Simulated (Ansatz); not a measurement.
Program: Ansatz. Geometries: PBE0-D4/def2-TZVP. ΔE: electronic, gas phase. CCSD(T)/CBS is the MP2 limit (def2-TZVPP, def2-QZVPP) plus CCSD(T) − MP2 in def2-TZVPP, frozen cores. This one scheme is used for every species. Functionals use def2-TZVPP. B3LYP here is the variant with VWN-RPA as its local correlation; programs differ in this. One conformer a species, not always the lowest.

`C[SiH2][SiH](Cl)Cl` + H₂O → `C[SiH2][SiH](O)Cl` + HCl  (formal hydrolysis of the Si–Cl bond)

```
             level  ΔE (kcal/mol)  difference from CCSD(T)/CBS
            PBE-D4            1.9                          0.9
           BLYP-D4            0.2                         -0.8
          B3LYP-D4            0.1                         -0.9
      CAM-B3LYP-D4           -1.3                         -2.3
           ωB97X-V            0.0                         -1.0
            revPBE            1.5                          0.5
            r2SCAN            0.4                         -0.6
  CCSD(T)/def2-SVP           -0.2                         -1.2
CCSD(T)/def2-TZVPP           -0.5                         -1.5
    MP2/def2-QZVPP            1.5                          0.5
       CCSD(T)/CBS            1.0                            0
```

Q: What do rigid-rotor, harmonic-oscillator terms from PBE0-D4/def2-TZVP frequencies (298.15 K, 1 bar) make of the CCSD(T)/CBS value? (Estimate.)

A: Computed: ΔZPE = -1.4 kcal/mol, ΔH = -0.5 kcal/mol, ΔS = -5 J/(mol·K), ΔG = -0.2 kcal/mol. Modes under 50 cm⁻¹ make the entropy rough.

Largest T1 diagnostic among the species: 0.011.

In def2-TZVPP, CCSD(T) changes the Hartree–Fock value by +1.4 kcal/mol (the triples alone add +0.4 kcal/mol) and MP2 by +2.6 kcal/mol. Leaving LDA and LC-ωPBE aside and taking each functional with its dispersion term where it has one, the values, not all of them listed here, spread over 3.4 kcal/mol, from CAM-B3LYP-D4 to revPBE-D4. LDA lies −1.2 kcal/mol from PBE without D4.
